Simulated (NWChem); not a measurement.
System meant: MoNH$_{3}$O$_{3}$; SMILES [NH2][Mo]([OH])(=[O])=[O]

Here is an NWChem input.

```
start job
memory heap 200 mb stack 900 mb global 1100 mb
geometry units angstroms noautoz
  Mo    -0.033252     0.014666     0.000060
  O      0.933614    -0.048371    -1.369753
  O      0.927284    -0.050240     1.374237
  O     -1.048840     1.589094    -0.001228
  H     -0.726240     2.496578    -0.001324
  N     -1.232215    -1.486053    -0.003729
  H     -1.487011    -1.999241    -0.844097
  H     -1.490961    -2.000671     0.834554
end
basis spherical
  Mo library def2-svp
  O library def2-svp
  H library def2-svp
  N library def2-svp
end
dft
  xc xpbe96 cpbe96
  iterations 150
  mulliken
end
task dft energy
```

End of the output:

```
             Northwest Computational Chemistry Package (NWChem) 7.3.0
             --------------------------------------------------------

 CS  symmetry detected

                             Geometry "geometry" -> ""
                             -------------------------

 Output coordinates in angstroms (scale by  1.889725989 to convert to a.u.)

  No.       Tag          Charge          X              Y              Z
 ---- ---------------- ---------- -------------- -------------- --------------
    1 Mo                  42.0000     0.06064684     0.01381220     0.00000000
    2 O                    8.0000     1.02496657     0.06770227    -1.37199892
    3 O                    8.0000     1.02496657     0.06770227     1.37199892
    4 O                    8.0000    -1.13915460     1.45281202     0.00000000
    5 H                    1.0000    -0.92949535     2.39283283     0.00000000
    6 N                    7.0000    -0.94659687    -1.62177462     0.00000000
    7 H                    1.0000    -1.13886098    -2.16312776    -0.83932807
    8 H                    1.0000    -1.13886098    -2.16312776     0.83932807

 Effective nuclear repulsion energy (a.u.)     501.6759568029

      Symmetry information
      --------------------

 Group name             Cs
 Group number              2
 Group order               2
 No. of unique centers     6

  pbe96 is a nonlocal functional; adding pw91lda local functional.

                                 NWChem DFT Module
                                 -----------------

 Summary of "ao basis" -> "ao basis" (spherical)
 ------------------------------------------------------------------------------
       Tag                 Description            Shells   Functions and Types
 ---------------- ------------------------------  ------  ---------------------
 Mo                         def2-svp                11       31   5s3p2d1f
 O                          def2-svp                 6       14   3s2p1d
 H                          def2-svp                 3        5   2s1p
 N                          def2-svp                 6       14   3s2p1d

      Symmetry analysis of basis
      --------------------------

        a'         64
        a"         38

            General Information
            -------------------
          SCF calculation type: DFT
          Wavefunction type:  closed shell.
          No. of atoms     :     8
          No. of electrons :    76
           Alpha electrons :    38
            Beta electrons :    38
          Charge           :     0
          Spin multiplicity:     1
          Use of symmetry is: on ; symmetry adaption is: on
          Maximum number of iterations: 150
          AO basis - number of functions:   102
                     number of shells:    44
          Convergence on energy requested:  1.00D-06
          Convergence on density requested:  1.00D-05
          Convergence on gradient requested:  5.00D-04

              XC Information
              --------------
          PerdewBurkeErnzerhof Exchange Functional  1.000
            Perdew 1991 LDA Correlation Functional  1.000 local
           PerdewBurkeErnz. Correlation Functional  1.000 non-local

             Grid Information
             ----------------
          Grid used for XC integration:  medium
          Radial quadrature: Mura-Knowles
          Angular quadrature: Lebedev.
          Tag              B.-S. Rad. Rad. Pts. Rad. Cut. Ang. Pts.
          ---              ---------- --------- --------- ---------
          Mo                  1.45      123           9.0       590
          O                   0.60       49          10.0       434
          H                   0.35       45          12.0       434
          N                   0.65       49          11.0       434
          Grid pruning is: on
          Number of quadrature shells:   360
          Spatial weights used:  Erf1

      Superposition of Atomic Density Guess
      -------------------------------------

 Sum of atomic energies:       -1064.14231743

      Non-variational initial energy
      ------------------------------

 Total energy =   -1072.042311
 1-e energy   =   -2427.017825
 2-e energy   =     853.299557
 HOMO         =      -1.598154
 LUMO         =      -1.546011

      Symmetry analysis of molecular orbitals - initial
      -------------------------------------------------

  Numbering of irreducible representations:

     1 a'          2 a"

  Orbital symmetries:

     1 a'          2 a"          3 a'          4 a'          5 a'
     6 a"          7 a'          8 a'          9 a'         10 a"
    11 a'         12 a'         13 a"         14 a'         15 a'
    16 a'         17 a"         18 a"         19 a'         20 a'
    21 a"         22 a'         23 a"         24 a'         25 a'
    26 a'         27 a'         28 a'         29 a"         30 a"
    31 a'         32 a"         33 a'         34 a"         35 a'
    36 a'         37 a"         38 a'         39 a'         40 a"
    41 a'         42 a'         43 a"         44 a'         45 a"
    46 a'         47 a'         48 a'

     ---------------------------------------------
      Total Density - Mulliken Population Analysis
     ---------------------------------------------

    Atom       Charge   Shell Charges
 -----------   ------   -------------------------------------------------------
    1 Mo  42    44.46   2.01  2.05  2.16  0.06 -0.00  6.08  7.77 -0.45 10.55 -0.08 14.33
    2 O    8     9.30   1.99  1.14  0.68  3.95  1.41  0.12
    3 O    8     9.30   1.99  1.14  0.68  3.95  1.41  0.12
    4 O    8     7.60   1.99  1.04  0.72  2.48  1.31  0.06
    5 H    1     0.24   0.24 -0.01  0.01
    6 N    7     4.84   1.99  0.98  0.82  0.95  0.07  0.03
    7 H    1     0.13   0.14 -0.00 -0.00
    8 H    1     0.13   0.14 -0.00 -0.00

[...]
```

**Question.** Can this run be used? If not, why, and what is the fix?

**Answer.** The run ends normally but its numbers are meaningless: the def2 basis of a heavy element holds valence functions alone and wants its effective core potential (without it all electrons must fit into that basis). This input runs:
```
start job
memory heap 200 mb stack 900 mb global 1100 mb
geometry units angstroms noautoz
  Mo    -0.033252     0.014666     0.000060
  O      0.933614    -0.048371    -1.369753
  O      0.927284    -0.050240     1.374237
  O     -1.048840     1.589094    -0.001228
  H     -0.726240     2.496578    -0.001324
  N     -1.232215    -1.486053    -0.003729
  H     -1.487011    -1.999241    -0.844097
  H     -1.490961    -2.000671     0.834554
end
basis spherical
  Mo library def2-svp
  O library def2-svp
  H library def2-svp
  N library def2-svp
end
ecp
  Mo library def2-ecp
end
dft
  xc xpbe96 cpbe96
  iterations 150
  mulliken
end
task dft energy
```
It converges to -350.12709 Ha (PBE/def2-SVP with def2 effective core potentials on Mo). The faulty run gave -1116.934 Ha, with all electrons squeezed into the valence basis.
